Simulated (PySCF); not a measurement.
Gas-phase thermal properties of CsOH

Energies from PySCF, thermal terms from the rigid-rotor harmonic-oscillator model, ideal gas at 1 bar. 'Table' is the NASA 1993 thermochemical table (part measured, part estimated). All species are closed-shell singlets. Cs: scalar-relativistic def2 core potential, no spin-orbit coupling. The harmonic model lacks anharmonicity and excited electronic states, which grow with temperature; levels with a mode under 35 cm⁻¹ are left out. The table's entry may be an old estimate for CsOH (not checked at source).

```csv
level,point group,σ,ZPE (kJ/mol),S°298 (J/mol/K),Cp298 (J/mol/K),S°1000 (J/mol/K),H1000 − H298 (kJ/mol)
table,-,-,-,254.8,49.8,318.4,37.2
PBE/def2-SVP,C∞v,1,28.5,253.8,49.1,317.0,37.0
PBE0/def2-TZVP,C∞v,1,29.7,252.9,48.8,315.9,36.9
```
σ: rotational symmetry number. Electronic degeneracy used: 1. Frequencies are unscaled.
